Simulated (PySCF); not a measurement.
Species: C₂HClF₃, net charge 0, doublet state. It need not be the lowest isomer of its formula. 
Structure (B3LYP-D3(BJ)/def2-TZVP (Ansatz) minimum search):
```xyz
7

C     -0.7386    -0.3504    -0.4490
C      0.7112    -0.2614    -0.1418
F      1.2192     0.9650    -0.3855
F      1.3852    -1.1440    -0.9025
F      0.9865    -0.5386     1.1506
Cl    -1.8261     0.6583     0.3499
H     -1.1092    -1.0622    -1.1675
```
Charge 0, spin multiplicity 2.

Dispersion corrections to the total energy (kcal/mol) from the dftd3 and dftd4 libraries through PySCF: D3(BJ) without and D4 with the three-body term, each with the damping fitted for the functional named.

```tsv
functional	D3(BJ)	D4
B2GP-PLYP	-1.86	-1.37
BHLYP	-4.09	…
CAM-B3LYP	…	-2.75
TPSSh	…	-4.07
BLYP	-6.49	-7.50
PBE0	-2.57	-2.75
HF	-24.81	-12.67
```

Some entries are withheld; supply them.


- BHLYP, D4: -3.74
- CAM-B3LYP, D3(BJ): -2.28
- TPSSh, D3(BJ): -3.45
